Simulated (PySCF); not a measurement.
## Spinor energies of Ba³⁷⁺ (barium, charge +37)

Start: [Ar] 3d1; 3d5/2 filled at m_j = +5/2. Calculated with PySCF 2.14 in an uncontracted even-tempered set (16 s from 7.3 bohr⁻², ratio 2.8; 12 p from 9.5 bohr⁻², ratio 2.8; 8 d from 9.5 bohr⁻², ratio 2.8; 3 f from 29 bohr⁻², ratio 3): generalised Hartree-Fock with the X2C-1e Hamiltonian and a Gaussian nucleus; one run each with spin-orbit coupling (SO) screened by Boettger's factors, then bare. This is a chosen level, not necessarily the ground level.

| spinor shell | electrons | ε, screened SO (eV) | ε, bare SO (eV) | weight of nominal j (bare SO) | rms radius, bare SO (bohr) |
| --- | --- | --- | --- | --- | --- |
| 1s1/2 | 2 | -39629.5 | -39629.3 | 1.000 | 0.0292 |
| 2s1/2 | 2 | -7999.9 | -7999.9 | 1.000 | 0.117 |
| 2p1/2 | 2 | -7649.8 | -7661.0 | 1.000 | 0.101 |
| 2p3/2 | 4 | -7261.2 | -7257.0 | 1.000 | 0.106 |
| 3s1/2 | 2 | -2959.7 | -2959.7 | 1.000 | 0.290 |
| 3p1/2 | 2 | -2816.0 | -2818.6 | 0.999 | 0.279 |
| 3d5/2 | 1 | -2529.1 | -2527.3 | 1.000 | 0.253 |

(1) Where does 3p3/2 lie, and what is the 3p spin-orbit splitting (bare SO)?

| quantity | screened SO | bare SO |
| --- | --- | --- |
| E (hartree) | -7052.50970 | -7052.68466 |
| M_J | 5/2 | 5/2 |
| ⟨J²⟩ | 8.751 | 8.751 |
| ⟨L²⟩ | 6.017 | 6.019 |
| ⟨S²⟩ | 0.766 | 0.768 |

Each row is a mean over spinors that exchange with the open shell spreads, by up to 20.205 eV (3p3/2).

Breit and QED terms are absent; they matter most for the inner s and p1/2 levels.

Densities and radii are taken from the X2C orbitals without a picture-change correction, which distorts them close to the nucleus.

## Answers

(1) At -2725.1 eV, 93.501 eV above 3p1/2.
